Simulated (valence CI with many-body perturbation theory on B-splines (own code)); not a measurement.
## Br²²⁺: calculated level list

Computed by valence CI with perturbative core correlation (CI+MBPT): three valence electrons over a frozen Dirac-Fock core [Ne], a basis of 11 s, 11 p, 9 d, 7 f, 5 g, 2 h, 1 i functions for each j, with the one-electron correlation potential Σ1, the two-electron term Σ2, the three-electron term Σ3, Breit, model QED; selected CI, second order for the rest (own B-spline code, finite nucleus).

No measured levels were compared; by estimate levels of excited configurations hold to 0.05 to 0.15 % of their energy, terms of the ground configuration to about 0.5 %.

Levels 1 to 45 of 67, with energies above the lowest level, 3s²3p ²P°_1/2. "Leading %" is the weight of the configuration and term that name the level; weights of strongly mixed levels are sums over their largest components and can fall short. Lifetimes count E1, E2, E3, M1 and M2 decay at the calculated energies, and are blank where another channel may lead or the interval is too uncertain; long ones can be off by a factor of two.

| No. | Configuration | Term | J | E (cm⁻¹) | Leading % | Lifetime | Second component |
| --- | --- | --- | --- | --- | --- | --- | --- |
| 1 | 3s²3p | ²P° | 1/2 | 0 | 98 |  |  |
| 2 | 3s²3p | ²P° | 3/2 | 84886 | 98 | 181 μs |  |
| 3 | 3s3p² | ⁴P | 1/2 | 391540 | 92 | 1.67 ns | 6 % 3s3p² ²S |
| 4 | 3s3p² | ⁴P | 3/2 | 435760 | 98 | 12.2 ns |  |
| 5 | 3s3p² | ⁴P | 5/2 | 468930 | 83 | 1.96 ns | 15 % 3s3p² ²D |
| 6 | 3s3p² | ²D | 3/2 | 546290 | 82 | 113 ps | 12 % 3s²3d ²D |
| 7 | 3s3p² | ²D | 5/2 | 571920 | 72 | 271 ps | 16 % 3s3p² ⁴P |
| 8 | 3s3p² | ²P | 1/2 | 624630 | 58 | 16.6 ps | 35 % 3s3p² ²S |
| 9 | 3s3p² | ²S | 1/2 | 709130 | 58 | 18.7 ps | 38 % 3s3p² ²P |
| 10 | 3s3p² | ²P | 3/2 | 720240 | 90 | 11.4 ps | 5 % 3s²3d ²D |
| 11 | 3s²3d | ²D | 3/2 | 800650 | 81 | 11.5 ps | 14 % 3s3p² ²D |
| 12 | 3s²3d | ²D | 5/2 | 812150 | 86 | 14.8 ps | 12 % 3s3p² ²D |
| 13 | 3p³ | ²D° | 3/2 | 996960 | 39 | 40.4 ps | 20 % 3p³ ²P° |
| 14 | 3p³ | ²D° | 5/2 | 1036900 | 64 | 115 ps | 33 % 3s3p3d ²D° |
| 15 | 3p³ | ⁴S° | 3/2 | 1046500 | 66 | 18.1 ps | 18 % 3p³ ²D° |
| 16 | 3s3p3d | ⁴F° | 3/2 | 1086000 | 92 | 256 ps |  |
| 17 | 3s3p3d | ⁴F° | 5/2 | 1103400 | 92 | 260 ps |  |
| 18 | 3s3p3d | ⁴F° | 7/2 | 1130100 | 91 | 262 ps | 7 % 3s3p3d ⁴D° |
| 19 | 3p³ | ²P° | 1/2 | 1136400 | 81 | 25.8 ps | 17 % 3s3p3d ²P° |
| 20 | 3s3p3d | ⁴D° | 3/2 | 1165600 | 32 | 19.9 ps | 21 % 3p³ ²P° |
| 21 | 3s3p3d | ⁴P° | 5/2 | 1165800 | 57 | 20.0 ps | 28 % 3s3p3d ⁴D° |
| 22 | 3s3p3d | ⁴D° | 1/2 | 1173200 | 87 | 12.9 ps | 8 % 3s3p3d ⁴P° |
| 23 | 3s3p3d | ⁴F° | 9/2 | 1175600 | 100 |  |  |
| 24 | 3p³ | ²P° | 3/2 | 1177500 | 31 | 18.6 ps | 31 % 3s3p3d ⁴D° |
| 25 | 3s3p3d | ⁴D° | 7/2 | 1224700 | 91 | 15.2 ps | 8 % 3s3p3d ⁴F° |
| 26 | 3s3p3d | ⁴D° | 5/2 | 1224800 | 61 | 14.2 ps | 13 % 3s3p3d ⁴P° |
| 27 | 3s3p3d | ⁴P° | 3/2 | 1228100 | 56 | 16.4 ps | 33 % 3s3p3d ⁴D° |
| 28 | 3s3p3d | ⁴P° | 1/2 | 1228300 | 91 | 19.0 ps | 9 % 3s3p3d ⁴D° |
| 29 | 3s3p3d | ²F° | 5/2 | 1238900 | 51 | 22.4 ps | 19 % 3s3p3d ⁴P° |
| 30 | 3s3p3d | ²D° | 3/2 | 1242100 | 59 | 14.4 ps | 18 % 3p³ ²D° |
| 31 | 3s3p3d | ²D° | 5/2 | 1266100 | 44 | 20.9 ps | 30 % 3s3p3d ²F° |
| 32 | 3s3p3d | ²F° | 7/2 | 1319600 | 99 | 25.0 ps |  |
| 33 | 3s3p3d | ²P° | 3/2 | 1352900 | 52 | 9.16 ps | 28 % 3s3p3d ²D° |
| 34 | 3s3p3d | ²F° | 7/2 | 1392800 | 95 | 11.2 ps |  |
| 35 | 3s3p3d | ²P° | 1/2 | 1396400 | 89 | 13.2 ps | 7 % 3p³ ²P° |
| 36 | 3s3p3d | ²F° | 5/2 | 1399600 | 91 | 9.46 ps | 5 % 3s3p3d ²D° |
| 37 | 3s3p3d | ²P° | 1/2 | 1423800 | 87 | 7.48 ps | 8 % 3p³ ²P° |
| 38 | 3s3p3d | ²P° | 3/2 | 1433700 | 53 | 8.36 ps | 32 % 3s3p3d ²D° |
| 39 | 3s3p3d | ²D° | 5/2 | 1439900 | 78 | 7.15 ps | 11 % 3p³ ²D° |
| 40 | 3s3p3d | ²P° | 3/2 | 1442100 | 59 | 7.44 ps | 22 % 3s3p3d ²D° |
| 41 | 3p²3d | ⁴F | 3/2 | 1620600 | 72 | 29.6 ps | 9 % 3p²3d ⁴D |
| 42 | 3p²3d | ²F | 5/2 | 1643300 | 57 | 47.5 ps | 17 % 3p²3d ⁴D |
| 43 | 3p²3d | ⁴F | 5/2 | 1650300 | 64 | 34.0 ps | 27 % 3p²3d ²F |
| 44 | 3p²3d | ²F | 7/2 | 1668900 | 62 | 47.9 ps | 14 % 3p²3d ⁴F |
| 45 | 3p²3d | ²P | 3/2 | 1677400 | 55 | 21.6 ps | 23 % 3p²3d ⁴D |

Names give the largest LS component (configuration and term), which can be under half, so a name can repeat, a term be missing and a line seem to break the LS rules; names also repeat where a configuration has a term twice.

The ionisation energy to 3s² ¹S0 of the next ion comes out as 970.82 eV (NIST: 963 ± 5 eV (semi-empirical)). All 67 levels together are meant to be complete up to 1902800 cm⁻¹.
